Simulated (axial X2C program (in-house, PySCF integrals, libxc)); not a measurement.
## Photoelectron levels of GaO⁻ by EOM-IP-CCSD

Computed with an axial X2C code built on PySCF integrals: two-component X2C with atomic mean-field Coulomb and Gaunt terms, Gaussian nuclei, basis Ga dyall-acv3z, O dyall-av3z with contracted cores.

R = 1.706 Å (near the PBE0 minimum at charge -1 of the determinant lowest at the starting distance; the state shown can have its own minimum elsewhere).

Vertical detachment energies of GaO⁻ to the states of GaO:

```json
{"Ω of GaO": "1/2", "vertical detachment energy (eV)": "2.525", "above lowest (cm⁻¹)": "0", "ionised spinor": "39% O pσ, 28% Ga sσ, 26% Ga pσ", "one-hole weight": "0.94"}
{"Ω of GaO": "3/2", "vertical detachment energy (eV)": "3.169", "above lowest (cm⁻¹)": "5198", "ionised spinor": "81% O pπ, 10% Ga pπ", "one-hole weight": "0.90"}
{"Ω of GaO": "1/2", "vertical detachment energy (eV)": "3.189", "above lowest (cm⁻¹)": "5357", "ionised spinor": "81% O pπ, 10% Ga pπ", "one-hole weight": "0.90"}
{"Ω of GaO": "1/2", "vertical detachment energy (eV)": "6.227", "above lowest (cm⁻¹)": "29861", "ionised spinor": "50% O pσ, 39% Ga sσ", "one-hole weight": "0.89"}
```

(1) Take the first Ω = 1/2 and Ω = 3/2 rows of π character: how far apart are they, and which lies lower?

This point took 24 s on 1 thread of Intel(R) Xeon(R) Processor @ 2.30GHz (shared host).

Reference electrons by ω block (each with its −ω partner): 1/2: 14, 3/2: 5, 5/2: 1. 20 electrons of GaO⁻ correlated (inner shells frozen), 94 natural virtual spinors (a truncated set); levels can be off by some tenths of an eV. Roots sought by Ω: (1/2: 4, 3/2: 3, 5/2: 1); the list ends where they run out and leaves out roots under 60 % one-particle weight. The solver can skip a root, and states that need a further excitation, which the method places far too high, are missing though they may lie low or lowest. T1 of the reference 0.024 (Lee–Taylor). Number of frozen shells: Ga 3 s, 2 p; O 1 s.

## Answers

(1) E(3/2) − E(1/2) = 5198 − 5357 = -159 cm⁻¹ at EOM-IP-CCSD: inverted, Ω = 3/2 lower. Splittings at this level can be off by ten to twenty per cent.
